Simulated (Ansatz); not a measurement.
Ti6⁻. Total charge -1; doublet. Geometry PBE-D4/def2-SVPD; atoms count from 1.

| atom | x (Å) | y (Å) | z (Å) |
| --- | --- | --- | --- |
| Ti1 | 0.547 | -0.874 | -0.902 |
| Ti2 | -0.556 | 0.925 | 0.845 |
| Ti3 | 1.167 | 1.499 | -0.783 |
| Ti4 | -1.444 | 0.446 | -1.394 |
| Ti5 | 1.400 | -0.511 | 1.390 |
| Ti6 | -1.114 | -1.486 | 0.844 |

The charge -1 doublet is spin-contaminated (final ⟨S²⟩ up to 4.70, 0.75 for a pure state). The geometry of the doublet was relaxed on an unsound state (⟨S²⟩ 3.24, where a pure state has 0.75). The structure comes from a short search, and lower isomers may exist.

**Question.** Estimate the Mulliken populations from the PBE0/def2-SVP orbitals of Ansatz.

**Answer.** 
| atom | charge (e) | spin (α − β) | d electrons |
| --- | --- | --- | --- |
| Ti1 | -0.07 | 0.54 | 2.79 |
| Ti2 | -0.07 | 0.55 | 2.79 |
| Ti3 | -0.21 | 1.88 | 2.62 |
| Ti4 | -0.21 | 1.88 | 2.62 |
| Ti5 | -0.21 | -1.92 | 2.63 |
| Ti6 | -0.22 | -1.92 | 2.63 |
Mulliken values and Mayer orders depend strongly on the basis.

**Question.** Where does the spin sit?

**Answer.** Summed by element: Ti 1.00, of 1 unpaired in all. Largest on single atoms: Ti6 -1.92, Ti5 -1.92, Ti4 1.88.

**Question.** And the Mayer bond orders between bonded heavy atoms (over 0.3)?

**Answer.** Ti1–Ti2 0.71 (2.74 Å); Ti1–Ti3 1.20 (2.46 Å); Ti1–Ti4 1.23 (2.44 Å); Ti1–Ti5 1.21 (2.47 Å); Ti1–Ti6 1.17 (2.49 Å); Ti2–Ti3 1.23 (2.44 Å); Ti2–Ti4 1.20 (2.46 Å); Ti2–Ti5 1.17 (2.49 Å); Ti2–Ti6 1.20 (2.48 Å); Ti3–Ti4 0.82 (2.88 Å); Ti3–Ti5 0.72 (2.97 Å); Ti4–Ti6 0.72 (2.97 Å); Ti5–Ti6 0.96 (2.75 Å).
